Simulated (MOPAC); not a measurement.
Job for MOPAC: PM7 on GeH, 2S+1 = 2, a point of a bond scan (R = 3.695 Å).

```
PM7 1SCF PRECISE CHARGE=0 UHF MS=0.5 THREADS=1
GeH

Ge    -0.00000000 1    -0.00000000 1    -0.04867720 1
H      0.00000000 1     0.00000000 1     3.64592219 1
```

Output:

```
*******************************************************************************
 **                                                                           **
 **                              MOPAC v23.2.5                                **
 **                                                                           **
 *******************************************************************************
 ** MOPAC's Digital Object Identifier: https://doi.org/10.5281/zenodo.6511958 **
 **                                                                           **
 ** Please cite the open-source release paper for use of this MOPAC version:  **
 ** J. E. Moussa and J. J. P. Stewart (2026)                                  **
 ** MOPAC: An open-source semiempirical molecular orbital program             **
 ** J. Open Source Softw., 11(119), 8025, https://doi.org/10.21105/joss.08025 **
 *******************************************************************************

                              PM7 CALCULATION RESULTS

 *******************************************************************************
 *  PM7        - The PM7 Hamiltonian to be used
 *  UHF        - UNRESTRICTED HARTREE-FOCK CALCULATION
 *
 *
 *
 *                 CHARGE ON SYSTEM = 0
 *
 *
 *
 *  MS=        - IN MECI, MAGNETIC COMPONENT OF SPIN =  0.5
 *  PRECISE    - TIGHTER CRITERIA TO BE USED
 *  1SCF       - DO 1 SCF AND THEN STOP
 *  THREADS=1  - MULTI-THREADING NOT USED
 *  T=         - A TIME OF 172800.0 SECONDS REQUESTED
 *  DUMP=N     - RESTART FILE WRITTEN EVERY 7200.0 SECONDS REQUESTED
 *******************************************************************************
PM7 1SCF PRECISE CHARGE=0 UHF MS=0.5 THREADS=1
 GeH

   ATOM   CHEMICAL          X               Y               Z
  NUMBER   SYMBOL      (ANGSTROMS)     (ANGSTROMS)     (ANGSTROMS)

     1      Ge         -0.00000000  *  -0.00000000  *  -0.04867720  *
     2       H          0.00000000  *   0.00000000  *   3.64592219  *



          CARTESIAN COORDINATES

    NO.       ATOM           X           Y           Z

     1        Ge         -0.0000     -0.0000     -0.0487
     2         H          0.0000      0.0000      3.6459

 General Reference for PM7:
 "Optimization of Parameters for Semiempirical Methods VI: More Modifications to the
 NDDO Approximations and Re-optimization of Parameters", J. J. P. Stewart, J. Mol. Mod., 1:32, 19 (2013)
 https://link.springer.com/article/10.1007/s00894-012-1667-x

           Empirical Formula: H Ge  =     2 atoms



      MOLECULAR POINT GROUP   :   C*v


          UHF CALCULATION, NO. OF ALPHA ELECTRONS =    3
                           NO. OF BETA  ELECTRONS =    2

 -------------------------------------------------------------------------------
 PM7 1SCF PRECISE CHARGE=0 UHF MS=0.5 THREADS=1
 GeH



     1SCF WAS SPECIFIED, SO BFGS WAS NOT USED
     SCF FIELD WAS ACHIEVED


                              PM7 CALCULATION
                                                       MOPAC v23.2.5 Linux




          FINAL HEAT OF FORMATION =        150.10441 KCAL/MOL =     628.03687 KJ/MOL


          COSMO AREA              =         92.23 SQUARE ANGSTROMS
          COSMO VOLUME            =         72.95 CUBIC ANGSTROMS

          IONIZATION POTENTIAL    =          5.947283 EV
          ALPHA SOMO LUMO (EV)    =         -5.947 -0.422
          BETA  SOMO LUMO (EV)    =         -5.953 -0.420
          NO. OF ALPHA ELECTRONS  =          3
          NO. OF BETA  ELECTRONS  =          2
          MOLECULAR WEIGHT        =         73.5979         POINT GROUP:  C*v

          MOLECULAR DIMENSIONS (Angstroms)

            Atom       Atom       Distance
            H     2   Ge     1     3.69460
            H     2   Ge     1     0.00000
           Ge     1    H     2     0.00000


          SCF CALCULATIONS        =          1





   ATOM   CHEMICAL          X               Y               Z
  NUMBER   SYMBOL      (ANGSTROMS)     (ANGSTROMS)     (ANGSTROMS)

     1      Ge         -0.00000000  *  -0.00000000  *  -0.04867720  *
     2       H          0.00000000  *   0.00000000  *   3.64592219  *

                             CARTESIAN COORDINATES

   1   Ge       -0.000000000    -0.000000000    -0.048677200
   2    H        0.000000000     0.000000000     3.645922190


           Empirical Formula: H Ge  =     2 atoms



      MOLECULAR POINT GROUP   :   C*v


          ALPHA EIGENVALUES
 -13.29696 -10.94127  -5.94728  -0.42182   0.36256


           BETA EIGENVALUES
 -13.29286  -5.95307  -0.42042   0.35855   3.19175


              NET ATOMIC CHARGES AND DIPOLE CONTRIBUTIONS

  ATOM NO.   TYPE          CHARGE      No. of ELECS.   s-Pop       p-Pop
    1         Ge           0.001189        3.9988     1.99997     1.99884
    2          H          -0.001189        1.0012     1.00119
 DIPOLE           X         Y         Z       TOTAL
 POINT-CHG.     0.000     0.000    -0.021     0.021
 HYBRID        -0.000     0.000     0.002     0.002
 SUM           -0.000     0.000    -0.019     0.019


          ATOMIC ORBITAL ELECTRON POPULATIONS

     Atom    s        px        py        pz
    1 Ge   1.99997   1.00000   0.00000   0.99884
    2  H   1.00119


                    (SZ)    =    0.500000
                    (S**2)  =    1.743140


          ATOMIC ORBITAL SPIN POPULATIONS

    Atom   Total    s     px     py     pz
         Atomic
    1 Ge  0.0036  0.000  1.000  0.000 -0.996
    2  H  0.9964  0.996

 **********************
 *                    *
 * JOB ENDED NORMALLY *
 *                    *
 **********************




 == MOPAC DONE ==
```

The run finished. Its determinant has ⟨S²⟩ = 1.74, a mixture of spin states.

Cost: roughly 0.03 core-seconds.
